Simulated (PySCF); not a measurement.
From one molecule to another.

First species: C₇H₁₅NOSi.
SMILES with atom numbers: `[CH2:1]=[CH:2][C@H:3]([C:4](=[CH2:5])[CH3:6])[N:7]([CH3:8])[SiH2:9][OH:10]` (hydrogens: H11, H12 on C1; H13 on C2; H14 on C3; H15, H16 on C5; H17, H18, H19 on C6; H20, H21, H22 on C8; H23, H24 on Si9; H25 on O10)

Cartesian coordinates in Å at the PBE0-D3(BJ)/def2-SVP level; atoms count from 1:
```
atom  x, y, z in Å
C1    -1.4295   -2.3088    1.3585
C2    -1.1468   -1.5020    0.3362
C3    -0.3510   -0.2300    0.4527
C4    -1.1501    1.0383    0.1893
C5    -2.4634    1.0269   -0.0597
C6    -0.3570    2.3078    0.2633
N7     0.8491   -0.2648   -0.3786
C8     0.6490   -0.2492   -1.8116
Si9    2.3992   -0.7116    0.2526
O10    3.5829    0.2924   -0.3554
H11   -1.9883   -3.2382    1.2187
H12   -1.1109   -2.0690    2.3788
H13   -1.4841   -1.7737   -0.6712
H14   -0.0028   -0.1578    1.4999
H15   -3.0151    1.9578   -0.2173
H16   -3.0333    0.0950   -0.0937
H17   -0.9962    3.1913    0.1296
H18    0.1523    2.3931    1.2385
H19    0.4343    2.3253   -0.5025
H20    0.2102   -1.1846   -2.2069
H21    1.6159   -0.0969   -2.3158
H22   -0.0156    0.5796   -2.1125
H23    2.8801   -2.0608   -0.1581
H24    2.2471   -0.6255    1.7374
H25    3.4177    1.2342   -0.2479
```

Second species: C7H15NOSi.
InChI=1S/C7H15NOSi/c1-4-10(8(2)3)7-5-6-9-10/h4H,1,5-7H2,2-3H3/t10-/m1/s1

Levels: B3LYP/def2-SVPD for HOMO energy, LUMO energy, HOMO–LUMO gap and static isotropic polarisability; TDDFT B3LYP/def2-SVPD for lowest singlet excitation; TDA B3LYP/def2-SVPD for lowest triplet excitation (Tamm–Dancoff); ΔSCF B3LYP/def2-SVPD for vertical ionisation energy. Geometries: PBE0-D3(BJ)/def2-SVP. All species are isolated and taken at one optimised geometry, non-relativistic unless stated. Electronic properties by PySCF.

Problem. Which of the two has the higher static isotropic polarisability, and by how much?

Solution. The first: 124.3 au against 119.4 au, a difference of 4.9 au.

Problem. Which of the two has the higher S1 energy, and by how much?

Solution. The first: 5.17 eV against 4.59 eV, a difference of 0.58 eV.

Problem. Which has the higher LUMO energy?

Solution. The first: -0.28 eV against -0.55 eV, a difference of 0.27 eV.

Problem. Which of the two has the higher vertical ionisation energy, and by how much?

Solution. The first: 8.23 eV against 7.88 eV, a difference of 0.35 eV.

Problem. Which of the two has the higher T1 energy, and by how much?

Solution. The first: 4.36 eV against 4.13 eV, a difference of 0.23 eV.

Problem. Which has the higher HOMO–LUMO gap?

Solution. The first: 6.10 eV against 5.38 eV, a difference of 0.72 eV.

Problem. Which has the higher HOMO energy?

Solution. The second: -5.93 eV against -6.38 eV, a difference of 0.45 eV.

On the first: The principal polarisabilities are 106.3, 127.7 and 138.7 au; their mean is the isotropic value. The vertical singlet–triplet gap S1 − T1 is 0.81 eV (TDDFT singlet less Tamm–Dancoff triplet; S1: HOMO→LUMO, weight 0.94; T1: HOMO−1→LUMO+1, weight 0.33).

On the second: In wavenumbers S1 is 37000 cm⁻¹ (1 eV = 8065.54 cm⁻¹). The principal polarisabilities are 105.3, 123.5 and 129.3 au; their mean is the isotropic value.

One conformer stands for the species.
